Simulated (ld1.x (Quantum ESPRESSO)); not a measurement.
# An all-electron radial function and its pseudo partner (Sb (Z = 51))

Columns: radius, all-electron u(r) and pseudo u(r) of the 5s shell (level -13.09 eV) of antimony in the configuration [Kr] 4d10 5s2 5p3; LDA (PZ), scalar-relativistic, TM scheme, ld1.x (Quantum ESPRESSO) 7.5.

```csv
r (bohr),all-electron,pseudo
0.118,-0.0899,0.1142
0.235,0.2470,0.2020
0.353,0.0701,0.2479
0.470,-0.2270,0.2516
0.588,-0.3741,0.2307
0.705,-0.3449,0.2085
0.822,-0.2038,0.2016
0.940,-0.0132,0.2217
1.058,0.1813,0.2786
1.175,0.3538,0.3761
1.292,0.4959,0.4971
1.410,0.6058,0.6058
1.528,0.6839,0.6839
1.645,0.7341,0.7341
1.763,0.7616,0.7616
1.880,0.7701,0.7701
1.998,0.7640,0.7640
2.115,0.7468,0.7468
2.232,0.7214,0.7214
2.350,0.6899,0.6899
2.468,0.6544,0.6544
2.585,0.6170,0.6170
2.702,0.5784,0.5784
2.820,0.5393,0.5393
2.938,0.5007,0.5007
3.055,0.4635,0.4635
```

How many radial nodes do the two functions have?

The all-electron 5s function has n − l − 1 = 4 (the table is too coarse to show those close to the nucleus); the pseudo-wave has 0, since the states of the same l below it are removed with the core.

At about which radius was the pseudo-wave matched?

1.40 bohr, where the columns begin to agree (steps of 0.12 bohr).

Where does each function peak?

Outermost all-electron maximum near 1.88 bohr, pseudo maximum near 1.88 bohr (to the table’s step).

Is the pseudo-wave norm-conserving?

Yes: the TM scheme keeps the norm inside the radius equal to the all-electron one, which fixes the energy derivative of the logarithmic derivative at the level.
